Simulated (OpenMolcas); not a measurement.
A calculation on Ta I.

| Item | Value |
| --- | --- |
| Program | OpenMolcas 26.06 |
| Method | MS-RASPT2, IPEA 0.25 Eh, imaginary shift 0.1 Eh (closed shells correlated: 5s 5p) |
| Basis | ANO-RCC-VTZP [8s7p5d3f2g1h] |
| Scalar Hamiltonian | DKH2, point nucleus |
| Active space | 5 electrons in 9 orbitals (RAS2 5d 6s; RAS3 6p, at most 2 electrons) |
| State averaging | 2S+1 = 4 even, 50 roots; 2S+1 = 6 even, 6 roots kept (CI in the orbitals of an earlier block, 5 in the spin-orbit step); 2S+1 = 2 even, 84 roots kept (CI in the orbitals of an earlier block, 50 in the spin-orbit step); 2S+1 = 4 odd, 89 roots (49 in the spin-orbit step); 2S+1 = 6 odd, 30 roots kept (CI in the orbitals of an earlier block, 29 in the spin-orbit step); 2S+1 = 2 odd, 62 roots kept (CI in the orbitals of an earlier block, 25 in the spin-orbit step) |
| Spin-orbit coupling | state interaction with AMFI integrals over the reference wave functions, term energies averaged over their components |

Q: Which level of the active space comes out lowest?

A: 5d³ 6s² ⁴F_3/2, with 90 % of that term; it is also the measured ground level.

Q: How high does 5d³ 6s² ⁴F_5/2 lie?

A: 1931 cm⁻¹ above the lowest level; measured 2010 cm⁻¹ above the ground level, so the calculation is off by -4 %.

Q: How high does 5d³ 6s² ⁴P_3/2 [67 %] lie?

A: 5960 cm⁻¹ above the lowest level; measured 6069 cm⁻¹ above the ground level, so the calculation is off by -2 %.

Q: How high does 5d⁴ 6s ⁶D_1/2 lie?

A: 8960 cm⁻¹ above the lowest level.

Q: The level at 11020 cm⁻¹ has J = 3/2. What is it made of, and what is its g factor?

A: 47 % 5d³ 6s² ²D_3/2(1), 26 % 5d³ 6s² ⁴P, 12 % 5d³ 6s² ²P; g = 1.190, against 0.800 from Landé's formula for the pure leading term.

Measured values: NIST Handbook of Basic Atomic Spectroscopic Data.

Term energies are means over components that CASPT2 splits; among the terms shown or strongly mixed into the levels shown the widest spread is 870 cm-1 (5d³ 6s² ⁴F). Some high roots are left out of the spin-orbit mixing, which shifts the levels that they would mix with. Terms from blocks run as CI alone lack orbitals of their own. Configurations are named by rounded mean occupations; where the s occupation lies near a half they are strongly mixed, a name can repeat and a true partner stay unpaired. A single d shell beside an s shell can misplace configurations of different d count against each other. Computed and measured levels are paired by configuration, term and J; levels that our copy of the source lacks, or whose pairing is in doubt (as where it misses far off the trend of its configuration), stay unpaired and out of the deviations. Levels of configurations outside the active space are missing.

A share in square brackets marks a mixed level and gives the weight of the term that names it. A number in round brackets counts repeated terms of one configuration in the order of the reference energies.
